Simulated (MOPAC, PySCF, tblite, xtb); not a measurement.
Potential energy surface of H₃O (cation, charge +1), singlet: map of symmetric stretch and umbrella angle. Scanned: O-H bond length and angle between the O-H bonds and the threefold axis (90 = planar).

Levels of theory: GFN2-xTB, 300 K electronic temperature (tblite); RHF/cc-pVDZ (PySCF); PBE/cc-pVDZ (PySCF); M06-2X/cc-pVDZ (PySCF); MP2 on RHF/cc-pVDZ, 1 core orbital frozen (PySCF); CCSD on RHF/cc-pVDZ, 1 core orbital frozen (PySCF); CCSD(T) on RHF/cc-pVDZ, 1 core orbital frozen (PySCF); PM3, restricted, heats of formation (MOPAC); PM6, restricted, heats of formation (MOPAC); GFN1-xTB (xtb); RKS-B3LYP/6-31G* = PySCF 2.14.0 with restricted B3LYP/6-31G*, spherical d; RHF/6-31G* = PySCF with restricted Hartree-Fock/6-31G*, spherical d; RHF/STO-3G = restricted Hartree-Fock/STO-3G (PySCF 2.14.0); RKS-B3LYP/6-311+G** = restricted B3LYP/6-311+G**, spherical d in PySCF.

Energies in kcal/mol at chosen points (x: O-H bond length (Å); y: angle between the O-H bonds and the threefold axis (90 = planar) (°)), relative to x = 1, y = 106:

```json
[
 {"method": "GFN2-xTB", "(0.95, 106)": "1.3", "(1.09, 94)": "16.4", "(1.09, 118)": "14.3", "(0.91, 106)": "8.6", "(1.09, 90)": "17.0", "(0.86, 126)": "56.7", "(0.95, 110)": "1.9"},
 {"method": "RHF", "(0.95, 106)": "-1.7", "(1.09, 94)": "22.9", "(1.09, 118)": "22.5", "(0.91, 106)": "4.3", "(1.09, 90)": "23.2", "(0.86, 126)": "53.6", "(0.95, 110)": "-1.2"},
 {"method": "PBE", "(0.95, 106)": "2.8", "(1.09, 94)": "15.5", "(1.09, 118)": "11.5", "(0.91, 106)": "12.1", "(1.09, 90)": "15.8", "(0.86, 126)": "62.9", "(0.95, 110)": "3.0"},
 {"method": "M06-2X", "(0.95, 106)": "1.6", "(1.09, 94)": "17.2", "(1.09, 118)": "15.3", "(0.91, 106)": "10.0", "(1.09, 90)": "17.6", "(0.86, 126)": "60.2", "(0.95, 110)": "2.0"},
 {"method": "MP2", "(0.95, 106)": "1.3", "(1.09, 94)": "18.8", "(1.09, 118)": "14.3", "(0.91, 106)": "9.5", "(1.09, 90)": "19.3", "(0.86, 126)": "58.5", "(0.95, 110)": "1.3"},
 {"method": "CCSD", "(0.95, 106)": "1.1", "(1.09, 94)": "19.4", "(1.09, 118)": "14.9", "(0.91, 106)": "9.2", "(1.09, 90)": "19.8", "(0.86, 126)": "58.5", "(0.95, 110)": "1.1"},
 {"method": "CCSD(T)", "(0.95, 106)": "1.2", "(1.09, 94)": "19.2", "(1.09, 118)": "14.3", "(0.91, 106)": "9.5", "(1.09, 90)": "19.6", "(0.86, 126)": "58.6", "(0.95, 110)": "1.2"},
 {"method": "PM3", "(0.95, 106)": "-0.4", "(1.09, 94)": "29.3", "(1.09, 118)": "16.1", "(0.91, 106)": "6.9", "(1.09, 90)": "30.3", "(0.86, 126)": "57.5", "(0.95, 110)": "-0.3"},
 {"method": "PM6", "(0.95, 106)": "1.8", "(1.09, 94)": "12.5", "(1.09, 118)": "-1.2", "(0.91, 106)": "6.1", "(1.09, 90)": "13.1", "(0.86, 126)": "53.0", "(0.95, 110)": "1.8"},
 {"method": "GFN1-xTB", "(0.95, 106)": "0.4", "(1.09, 94)": "15.9", "(1.09, 118)": "15.9", "(0.91, 106)": "6.9", "(1.09, 90)": "16.2", "(0.86, 126)": "47.9", "(0.95, 110)": "1.1"},
 {"method": "RKS-B3LYP/6-31G*", "(0.95, 106)": "2.3", "(1.09, 94)": "16.3", "(1.09, 118)": "14.7", "(0.91, 106)": "11.3", "(1.09, 90)": "16.7", "(0.86, 126)": "65.1", "(0.95, 110)": "3.0"},
 {"method": "RHF/6-31G*", "(0.95, 106)": "-0.8", "(1.09, 94)": "21.5", "(1.09, 118)": "22.3", "(0.91, 106)": "5.8", "(1.09, 90)": "21.8", "(0.86, 126)": "58.9", "(0.95, 110)": "0.0"},
 {"method": "RHF/STO-3G", "(0.95, 106)": "3.8", "(1.09, 94)": "20.7", "(1.09, 118)": "20.1", "(0.91, 106)": "16.2", "(1.09, 90)": "21.2", "(0.86, 126)": "93.6", "(0.95, 110)": "5.4"},
 {"method": "RKS-B3LYP/6-311+G**", "(0.95, 106)": "1.1", "(1.09, 94)": "17.3", "(1.09, 118)": "17.1", "(0.91, 106)": "9.1", "(1.09, 90)": "17.6", "(0.86, 126)": "61.9", "(0.95, 110)": "2.0"}
]
```
